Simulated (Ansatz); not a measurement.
Reaction (isomerisation): `CCOC[SiH3]` → `CC([SiH3])CO`

Calculated with Ansatz (gas phase, PBE0-D4/def2-TZVP geometries, no zero-point term in ΔE). CBS: MP2 limit from def2 TZ/QZ plus the TZ coupled-cluster correction, frozen cores. Functionals use def2-TZVPP. B3LYP here is the variant with VWN-RPA as its local correlation; programs differ in this. One conformer a species, not always the lowest.

```
             level  ΔE (kcal/mol)  difference from CCSD(T)/CBS
         r2SCAN-D4          -10.3                          1.4
            r2SCAN          -10.1                          1.6
             B3LYP           -8.0                          3.7
     HF/def2-TZVPP           -7.9                          3.8
   CCSD/def2-TZVPP          -10.9                          0.8
CCSD(T)/def2-TZVPP          -11.1                          0.6
     HF/def2-QZVPP           -7.8                          3.9
      HF/CBS(def2)           -7.8                          3.9
     MP2/CBS(def2)          -13.2                         -1.5
    CCSD/CBS(def2)          -11.4                          0.3
       CCSD(T)/CBS          -11.7                            0
```

Largest T1 diagnostic among the species: 0.011.

The D4 term adds −1.1 kcal/mol with B3LYP and −0.6 kcal/mol with PBE0; it sums over pairs of atoms, weighted by their polarisabilities, and B3LYP, whose exchange is more repulsive, gets the larger term. From PBE to PBE0 (25 % exact exchange), in def2-TZVPP and without D4, ΔE moves by −0.9 kcal/mol. In def2-TZVPP, CCSD(T) changes the Hartree–Fock value by −3.2 kcal/mol (the triples alone add −0.2 kcal/mol) and MP2 by −4.8 kcal/mol.

CCSD(T)/CBS has its own doubt, a few kJ/mol and more with outer-core shells, so smaller differences from it don't rank the levels.
